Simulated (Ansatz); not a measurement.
`[OH][GeH2][NH]CF` → `N[CH](O)[GeH2][F]`  (isomerisation)

Program: Ansatz. Geometries: PBE0-D4/def2-TZVP. ΔE: electronic, gas phase. CCSD(T)/CBS adds triple-zeta CCSD(T) − MP2 to the extrapolated MP2 energy (def2 sets, frozen cores). Functionals use def2-TZVPP. B3LYP here is the variant with VWN-RPA as its local correlation; programs differ in this. For Ge outer-core shells are correlated without core-valence functions, which leaves a few kJ/mol of doubt a bond. Scalar relativity is left out up to krypton. One conformer a species, not always the lowest.

`[OH][GeH2][NH]CF`:

Cartesian coordinates in Å:
```
O 1.197 -0.030 -1.912
Ge 0.469 1.055 -0.708
N -0.903 0.228 0.209
C -0.576 -0.721 1.186
F 0.099 -1.845 0.652
H 1.373 -0.896 -1.532
H 1.489 1.444 0.375
H -0.094 2.221 -1.520
H -1.698 -0.041 -0.353
H -1.467 -1.117 1.678
H 0.110 -0.297 1.924
```

`N[CH](O)[GeH2][F]`:

Cartesian coordinates in Å:
```
N 0.651 1.380 0.082
C -0.443 0.450 0.163
O -0.873 0.314 1.496
Ge -0.022 -1.392 -0.429
F 0.559 -1.165 -2.068
H 0.789 1.716 -0.863
H 1.523 0.989 0.417
H -1.243 0.844 -0.478
H -0.908 1.205 1.866
H 1.169 -1.970 0.355
H -1.202 -2.370 -0.541
```

```json
{"level": "PBE-D4", "ΔE (kcal/mol)": "5.0", "difference from CCSD(T)/CBS": "-1.7"}
{"level": "r2SCAN-D4", "ΔE (kcal/mol)": "6.4", "difference from CCSD(T)/CBS": "-0.3"}
{"level": "PBE0-D4", "ΔE (kcal/mol)": "5.7", "difference from CCSD(T)/CBS": "-1.0"}
{"level": "B3LYP-D4", "ΔE (kcal/mol)": "6.4", "difference from CCSD(T)/CBS": "-0.3"}
{"level": "ωB97X-V", "ΔE (kcal/mol)": "7.0", "difference from CCSD(T)/CBS": "0.3"}
{"level": "ωB97M-V", "ΔE (kcal/mol)": "6.6", "difference from CCSD(T)/CBS": "-0.1"}
{"level": "B2PLYP", "ΔE (kcal/mol)": "7.3", "difference from CCSD(T)/CBS": "0.6"}
{"level": "PBE", "ΔE (kcal/mol)": "4.9", "difference from CCSD(T)/CBS": "-1.8"}
{"level": "r2SCAN", "ΔE (kcal/mol)": "6.4", "difference from CCSD(T)/CBS": "-0.3"}
{"level": "PBE0", "ΔE (kcal/mol)": "5.6", "difference from CCSD(T)/CBS": "-1.1"}
{"level": "B3LYP", "ΔE (kcal/mol)": "6.3", "difference from CCSD(T)/CBS": "-0.4"}
{"level": "HF/def2-TZVPP", "ΔE (kcal/mol)": "9.0", "difference from CCSD(T)/CBS": "2.3"}
{"level": "MP2/def2-TZVPP", "ΔE (kcal/mol)": "8.0", "difference from CCSD(T)/CBS": "1.3"}
{"level": "SCS-MP2/def2-TZVPP", "ΔE (kcal/mol)": "8.2", "difference from CCSD(T)/CBS": "1.5"}
{"level": "CCSD/def2-TZVPP", "ΔE (kcal/mol)": "7.6", "difference from CCSD(T)/CBS": "0.9"}
{"level": "CCSD(T)/def2-TZVPP", "ΔE (kcal/mol)": "7.6", "difference from CCSD(T)/CBS": "0.9"}
{"level": "HF/def2-QZVPP", "ΔE (kcal/mol)": "8.7", "difference from CCSD(T)/CBS": "2.0"}
{"level": "MP2/def2-QZVPP", "ΔE (kcal/mol)": "7.3", "difference from CCSD(T)/CBS": "0.6"}
{"level": "SCS-MP2/def2-QZVPP", "ΔE (kcal/mol)": "7.6", "difference from CCSD(T)/CBS": "0.9"}
{"level": "HF/CBS(def2)", "ΔE (kcal/mol)": "8.7", "difference from CCSD(T)/CBS": "2.0"}
{"level": "MP2/CBS(def2)", "ΔE (kcal/mol)": "7.1", "difference from CCSD(T)/CBS": "0.4"}
{"level": "CCSD/CBS(def2)", "ΔE (kcal/mol)": "6.7", "difference from CCSD(T)/CBS": "0.0"}
{"level": "CCSD(T)/CBS", "ΔE (kcal/mol)": "6.7", "difference from CCSD(T)/CBS": "0"}
```

Largest T1 diagnostic among the species: 0.012.

In def2-TZVPP, CCSD(T) changes the Hartree–Fock value by −1.4 kcal/mol (the triples alone add +0.0 kcal/mol) and MP2 by −1.1 kcal/mol.
